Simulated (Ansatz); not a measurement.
Relaxation of the cluster Pt₄⁻ with UKS r2SCAN-D4/def2-SVPD.

```sh
$ ansatz run in.yaml --threads 4 --pin off --events-out ev --progress --plain --max-ram 3916MiB
```

```yaml
crystal:
  periodic: [false, false, false]
  atoms:
    - {symbol: Pt, position_ang: [-0.314850, -2.094300, 0.040760]}
    - {symbol: Pt, position_ang: [-1.174070, 0.175760, -0.034570]}
    - {symbol: Pt, position_ang: [1.174360, -0.175850, 0.025780]}
    - {symbol: Pt, position_ang: [0.314560, 2.094400, -0.031960]}
basis:
  gaussian: {orbitals: def2-SVPD}
total_charge: -1
magnetization: {spin_polarized: true, initial_magnetization: 1}
hamiltonian: {xc: r2scan, dispersion: d4}
scf: {lower_state_search: "off"}
output: {orbitals: {seedname: orbitals}}
relax: {f_tol: 0.02, max_steps: 100}
```

Hardware: 4 threads of Arm Neoverse V2 on a shared host. Wall time 85 s.

Positions (Å) and forces (eV/Å) at steps 1, 2, 3, 4, 5, 6, 7 of 7:

```xyz
4
step=1 energy=-12997.3386 eV
Pt   -0.315   -2.094    0.041   -0.446   -2.971    0.080
Pt   -1.174    0.176   -0.035   -2.539    0.349   -0.093
Pt    1.174   -0.176    0.026    2.530   -0.415    0.037
Pt    0.315    2.094   -0.032    0.455    3.037   -0.024
4
step=2 energy=-12997.6695 eV
Pt   -0.344   -2.285    0.048    0.161    1.083    0.042
Pt   -1.225    0.182   -0.040    0.742   -0.131   -0.042
Pt    1.225   -0.185    0.023   -0.745    0.091   -0.080
Pt    0.343    2.287   -0.031   -0.158   -1.043    0.079
4
step=3 energy=-12997.7982 eV
Pt   -0.336   -2.213    0.165    0.070    0.477    0.064
Pt   -1.219    0.179   -0.158   -0.009   -0.043   -0.077
Pt    1.225   -0.187   -0.095    0.000   -0.044   -0.077
Pt    0.330    2.220    0.088   -0.061   -0.390    0.089
4
step=4 energy=-12997.9285 eV
Pt   -0.326   -2.121    0.336    0.084    0.543   -0.126
Pt   -1.236    0.177   -0.331   -0.246    0.108    0.127
Pt    1.249   -0.196   -0.267    0.261    0.032    0.140
Pt    0.314    2.140    0.262   -0.099   -0.684   -0.142
4
step=5 energy=-12997.9675 eV
Pt   -0.316   -2.040    0.387    0.015    0.092   -0.076
Pt   -1.266    0.181   -0.384    0.187    0.030    0.097
Pt    1.281   -0.201   -0.319   -0.175    0.085    0.088
Pt    0.300    2.060    0.316   -0.028   -0.206   -0.109
4
step=6 energy=-12997.9698 eV
Pt   -0.317   -2.056    0.338   -0.024   -0.143    0.080
Pt   -1.263    0.183   -0.335    0.004    0.023   -0.070
Pt    1.277   -0.198   -0.269    0.006    0.022   -0.070
Pt    0.303    2.071    0.266    0.013    0.098    0.061
4
step=7 energy=-12997.9725 eV
Pt   -0.317   -2.054    0.359   -0.001   -0.007    0.004
Pt   -1.260    0.183   -0.355    0.003    0.011    0.000
Pt    1.275   -0.197   -0.290    0.001    0.012    0.000
Pt    0.302    2.068    0.286   -0.002   -0.016   -0.003
```

In the def2 sets Pt takes a core potential; there is no spin–orbit coupling. The charge -1 doublet is spin-contaminated (final ⟨S²⟩ up to 1.90, 0.75 for a pure state). The relaxation made no stability test and no search for a lower SCF solution. At r2SCAN-D4/def2-SVPD a quartet of charge -1 lies 0.18 eV below the doublet, each at its own geometry. The structure comes from a short search, and lower isomers may exist.
